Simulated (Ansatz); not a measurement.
Reaction (formal hydrolysis of a C–Si bond): `O=C=NC[SiH3]` + H₂O → `O=C=NCO` + SiH₄

Program: Ansatz. Geometries: PBE0-D4/def2-TZVP. ΔE: electronic, gas phase. CBS: MP2 limit from def2 TZ/QZ plus the TZ coupled-cluster correction, frozen cores. This one scheme is used for every species. Functionals use def2-TZVPP. HSE06 is defined as in plane-wave codes. One conformer a species, not always the lowest.

Q: Is it downhill or uphill in electronic energy at CCSD(T)/CBS, and by how much? (An estimate is asked.)

A: Ansatz gave: Uphill: ΔE = +13.7 kcal/mol.

Q: What do these levels give: r2SCAN-D4, r2SCAN0-D4, BLYP, HSE06, LC-ωPBE, MP2/def2-SVP, MP2/def2-TZVPP, CCSD/def2-TZVPP, CCSD(T)/def2-TZVPP, SCS-MP2/def2-QZVPP, MP2/CBS(def2), CCSD/CBS(def2)? (An estimate is asked.)

A: Computed: r2SCAN-D4 11.4, r2SCAN0-D4 11.8, BLYP 9.6, HSE06 11.5, LC-ωPBE 11.8, MP2/def2-SVP 8.4, MP2/def2-TZVPP 13.7, CCSD/def2-TZVPP 11.5, CCSD(T)/def2-TZVPP 11.7, SCS-MP2/def2-QZVPP 13.2, MP2/CBS(def2) 15.7, CCSD/CBS(def2) 13.5 kcal/mol.

Largest T1 diagnostic among the species: 0.015.

The D4 term adds +1.3 kcal/mol with B3LYP and +0.7 kcal/mol with PBE0; it sums over pairs of atoms, weighted by their polarisabilities, and B3LYP, whose exchange is more repulsive, gets the larger term. Leaving LDA and LC-ωPBE aside and taking each functional with its dispersion term where it has one, the values, not all of them listed here, spread over 1.7 kcal/mol, from ωB97X-V to PBE-QIDH.

B3LYP here is the variant with VWN-RPA as its local correlation; programs differ in this.
